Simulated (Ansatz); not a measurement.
System: trichloro(fluoro)methane, CCl3F (charge 0, singlet). SMILES: FC(Cl)(Cl)Cl
Geometry: optimised at B3LYP-D3(BJ)/def2-TZVP (Ansatz, a program for electronic structure).

Wanted: atomisation energy (electronic, to ground-state atoms), in kcal/mol. Correlated levels leave the core frozen unless marked. UHF or UKS for open shells. No spin-orbit coupling. Non-relativistic. The coupled-cluster limit lacks core correlation, which all-electron functionals hold. CBS marks a two-point X^-3 extrapolation of the correlation energy; Hartree-Fock from the larger set (for Q and 5 zeta extrapolated as (X+1)exp(-9√X)).

```tsv
level	program	atomisation energy (kcal/mol)
HF/cc-pV(Q+d)Z	Ansatz	208.6
PBE-D4/def2-TZVPD	Ansatz + dftd4	378.2
```

Q: Predict the CCSD(T)/CBS(cc-pV(Q+d)Z,cc-pV(5+d)Z) result (Ansatz).

A: 352.2 kcal/mol
